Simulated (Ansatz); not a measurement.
GeEt(OEt)3 (C8H20GeO3), 32 atoms. Hardware: 4 threads of Arm Neoverse V2 on a shared host.

The 6-31G sets use Cartesian d functions. Correlated methods freeze 20 core orbitals; core or outer-core shells of Ge are correlated, in sets that lack core-valence functions.

Task: How many basis functions does each of these Ansatz runs have, and roughly what does it cost? r2SCAN-D4/def2-TZVP, charge 0 singlet, energy and forces, from earlier orbitals; PBE-D4/def2-SVP, charge 1 doublet at the geometry of the charge 0 singlet, energy, from earlier orbitals; HF/6-31G, charge 0 singlet, energy; PBE0-D4/def2-SVP, charge 0 triplet at the geometry of the charge 0 singlet, energy; HF/STO-3G, charge 0 singlet, energy; PBE0-D4/def2-SVP, charge 0 singlet, energy, from earlier orbitals; MP2/def2-SVP, charge 0 singlet, energy, from earlier orbitals; B3LYP-D4/6-31G, charge 0 singlet, energy; PBE-D4/def2-SVP, charge 0 singlet, relaxation, 16 steps; PBE-D4/def2-TZVP, charge 0 singlet, energy, from earlier orbitals; PBE0-D4/def2-TZVP, charge 0 singlet, energy, from earlier orbitals; PBE-D4/def2-SVP, charge 0 triplet at the geometry of the charge 0 singlet, energy, from earlier orbitals.

Result: Other jobs shared the machine, so times can vary by a factor of up to 3. A dash marks memory too small to be measured apart from the calling script's.

| run | functions | fitting or Cholesky vectors | wall time | peak host memory (GiB) |
| --- | --- | --- | --- | --- |
| HF/STO-3G, charge 0 singlet, energy | 93 | 1277 | 1.1 s | – |
| HF/6-31G, charge 0 singlet, energy | 168 | 2135 | 3.8 s | – |
| B3LYP-D4/6-31G, charge 0 singlet, energy | 168 | 2135 | 7.5 s | – |
| PBE-D4/def2-TZVP, charge 0 singlet, energy, from earlier orbitals | 509 | 3131 | 15 s | 1.5 |
| PBE0-D4/def2-SVP, charge 0 singlet, energy, from earlier orbitals | 286 | 3243 | 16 s | 2 |
| MP2/def2-SVP, charge 0 singlet, energy, from earlier orbitals | 286 | 2922 | 17 s | 1.2 |
| r2SCAN-D4/def2-TZVP, charge 0 singlet, energy and forces, from earlier orbitals | 509 | 3131 | 34 s | 1.6 |
| PBE0-D4/def2-TZVP, charge 0 singlet, energy, from earlier orbitals | 509 | 3174 | 39 s | 3.3 |
| PBE-D4/def2-SVP, charge 1 doublet at the geometry of the charge 0 singlet, energy, from earlier orbitals | 286 | 3204 | 41 s | 1.6 |
| PBE-D4/def2-SVP, charge 0 triplet at the geometry of the charge 0 singlet, energy, from earlier orbitals | 286 | 3204 | 41 s | 1.6 |
| PBE0-D4/def2-SVP, charge 0 triplet at the geometry of the charge 0 singlet, energy | 286 | 2922 | 63 s | 1.9 |
| PBE-D4/def2-SVP, charge 0 singlet, relaxation, 16 steps | 286 | 3204 | 92 s | – |
